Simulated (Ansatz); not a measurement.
One geometry of [CeF6]3- (CeF₆³⁻), several levels of theory.

```yaml
crystal:
  periodic: [false, false, false]
  atoms:
    - {symbol: Ce, position_ang: [0.000033, -0.000035, -0.000050]}
    - {symbol: F, position_ang: [-0.020052, -0.002368, 2.163075]}
    - {symbol: F, position_ang: [0.018086, 0.003915, -2.163323]}
    - {symbol: F, position_ang: [2.163221, 0.008535, 0.019497]}
    - {symbol: F, position_ang: [-2.163170, -0.010045, -0.019262]}
    - {symbol: F, position_ang: [-0.008523, 2.163250, 0.003159]}
    - {symbol: F, position_ang: [0.010415, -2.163252, -0.003096]}
basis:
  gaussian: {orbitals: def2-TZVP, initial_orbitals: start.molden}
total_charge: -3
magnetization: {spin_polarized: true, initial_magnetization: 1}
hamiltonian: {xc: pbe}
correlation: {method: rpa}
scf: {omitted_lower_state_checks: [starts]}
```

The file start.molden holds the orbitals of an earlier run on this structure, at another level or in another basis.

```sh
$ ansatz run in.yaml --threads 4 --pin off --events-out ev --progress --plain --max-ram 8704MiB
```

Shortened log:

```
Functional definition: PBE
1994 factors; integrals over basis functions are off by at most 8.7e-4 eV
mean field evaluation 1: about -29223.5785 eV, gradient 1.1e1 eV
mean field evaluation 2: about -29224.0747 eV, gradient 1.7e0 eV
mean field evaluation 4: about -29223.9174 eV, gradient 4.5e-1 eV
mean field evaluation 8: about -29223.9201 eV, gradient 2.0e0 eV
mean field evaluation 16: about -29223.9374 eV, gradient 9.0e-4 eV
mean field -29223.93738462 eV, -1073.9598901884 hartree, gradient 6.7e-6 eV, S^2 0.750100; 0 other end points of the search recorded, 0 dependent functions left out
10 core orbitals not correlated: weight in the atoms' cores, before any rotation towards them, 1.000 or more for the frozen orbitals, at most 0.000 for the correlated occupied ones
reference -29124.31073977 eV, -1070.2986785197 hartree; 34, 33 occupied and 235, 236 virtual orbitals, 1994 factors
Total energy: -29222.43155125 eV, -1073.9045518330 hartree
Checks for a lower state left out: starts
```

Hardware: 4 threads of Intel Xeon Platinum 8375C on a shared host. Wall time 26 s, peak host memory 1.4 GiB.

As the first input, with `hamiltonian: {xc: r2scan, dispersion: d4}`, `output: {orbitals: {seedname: orbitals}}` and without the key `correlation` (abridged; 20 s):

```
Functional definition: r2SCAN
mean field evaluation 16: about -29236.3561 eV, gradient 2.1e-5 eV
mean field -29236.35607282 eV, -1074.4162685623 hartree, gradient 4.6e-6 eV, S^2 0.750160
Total energy: -29236.40123836 eV, -1074.4179283654 hartree
Checks for a lower state left out: starts
```

First input, but with `hamiltonian: {xc: {name: PBE-QIDH}}`, `output: {forces: true}` and without the key `correlation` (abridged; 65 s):

```
Functional definition: PBE-QIDH
mean field -29191.29370210 eV, -1072.7602569827 hartree, gradient 2.1e-6 eV, S^2 0.750036
10 core orbitals not correlated: weight in the atoms' cores, before any rotation towards them, 1.000 or more for the frozen orbitals, at most 0.000 for the correlated occupied ones
second order -77.43403437 eV of doubles, -0.00000000 eV of singles
Total energy: -29217.10506057 eV, -1073.7088069107 hartree
Atom 0 force    -0.000393     0.000745    -0.000579 eV/Å
Atom 1 force     0.000993    -0.000507    -0.072384 eV/Å
Atom 2 force     0.000336    -0.000569     0.073505 eV/Å
Atom 3 force    -0.073018     0.000279    -0.001131 eV/Å
Atom 4 force     0.073185     0.000584     0.000807 eV/Å
Atom 5 force    -0.000071    -0.073096    -0.000287 eV/Å
Atom 6 force    -0.001032     0.072563     0.000068 eV/Å
Dipole moment:    -0.000013    -0.000006     0.000099 e Å
Checks for a lower state left out: starts
```

As the first input, with `hamiltonian: {xc: pbe0, dispersion: d4}`, `output: {orbitals: {seedname: orbitals}}` and without the key `correlation` (abridged; 17 s):

```
Functional definition: PBE0
mean field -29222.32243884 eV, -1073.9005420259 hartree, gradient 5.9e-6 eV, S^2 0.750023
Total energy: -29222.47582092 eV, -1073.9061787134 hartree
Checks for a lower state left out: starts
```

The first input with `gaussian: {orbitals: def2-SVP, initial_orbitals: start.molden}`, `hamiltonian: {xc: pbe, dispersion: d4}`, `output: {orbitals: {seedname: orbitals}}` and without the key `correlation` (abridged; 4.7 s):

```
Functional definition: PBE
mean field -29202.12734809 eV, -1073.1583861295 hartree, gradient 1.0e-5 eV, S^2 0.750031
Total energy: -29202.30585074 eV, -1073.1649459808 hartree
Checks for a lower state left out: starts
```

The first input with `hamiltonian: {xc: {name: BHLYP}, dispersion: d4}`, `output: {orbitals: {seedname: orbitals}}` and without the key `correlation` (abridged; 15 s):

```
Functional definition: BHLYP
mean field -29228.88008346 eV, -1074.1415310206 hartree, gradient 8.3e-6 eV, S^2 0.750016
Total energy: -29229.12642738 eV, -1074.1505839929 hartree
Checks for a lower state left out: starts
```

The first input with `gaussian: {orbitals: def2-SVP, initial_orbitals: start.molden}`, `hamiltonian: {xc: pbe0, dispersion: d4}`, `output: {orbitals: {seedname: orbitals}}` and without the key `correlation` (abridged; 5.5 s):

```
Functional definition: PBE0
mean field -29200.82486435 eV, -1073.1105207351 hartree, gradient 4.3e-5 eV, S^2 0.750032
Total energy: -29200.97824838 eV, -1073.1161574942 hartree
Checks for a lower state left out: starts
```

Geometry: r2SCAN-D4/def2-SVP.

In the def2 sets Ce takes a core potential; there is no spin–orbit coupling. Correlated methods freeze 10 core orbitals; core or outer-core shells of Ce are correlated, in sets that lack core-valence functions. With an open 4f shell the SCF may have ended on a state above the lowest. A multiply charged anion in the gas phase is held together partly by the finite basis. Removing one electron lowers the energy by 7.45 eV at PBE0-D4/def2-TZVP, so it isn't bound. At r2SCAN-D4/def2-TZVP, PBE0-D4/def2-TZVP, PBE-D4/def2-SVP, BHLYP-D4/def2-TZVP and others the highest occupied level of the charge -3 doublet lies above zero (up to 8.85 eV). By energy differences it is unbound by 7.63 eV (vertical, to the charge -2 singlet, at PBE-QIDH/def2-TZVP) and held by the finite basis. At r2SCAN-D4/def2-TZVP the gap within one spin of the charge -3 doublet nearly closes, so an electron or hole may be smeared out by delocalisation error. No other spin state of charge -3 was run.
